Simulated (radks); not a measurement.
Results of a calculation; reference values are marked as such.
Valence configurations of O III (all share [He]). Code: a radial shooting solver on a logarithmic mesh with Libxc functionals. Model: Dirac Kohn-Sham, PBE, spin-unpolarised, spherical densities, finite nucleus; open shells are shared between the two j in proportion to 2j + 1; Fermi nuclear charge, rms radius 2.6991 fm. Energies are relative to 2s2 2p2; eigenvalues in eV.

| valence | E (eV) | e(2p1/2) | e(2p3/2) | e(2s1/2) |
|---|---|---|---|---|
| 2s2 2p2 | 0.000 | -43.276 | -43.223 | -58.345 |
| 2s1.5 2p2.5 | 7.559 | -43.114 | -43.062 | -58.212 |
| 2s1 2p3 | 15.133 | -42.962 | -42.910 | -58.088 |
| 2s0.5 2p3.5 | 22.720 | -42.820 | -42.768 | -57.973 |
| 2p4 | 30.321 | -42.687 | -42.636 | - |

NIST lists [He] 2s2 2p2 as the ground configuration; this level of theory agrees among the configurations tried. The energies are those of spherical spin-averaged densities, not of single terms.
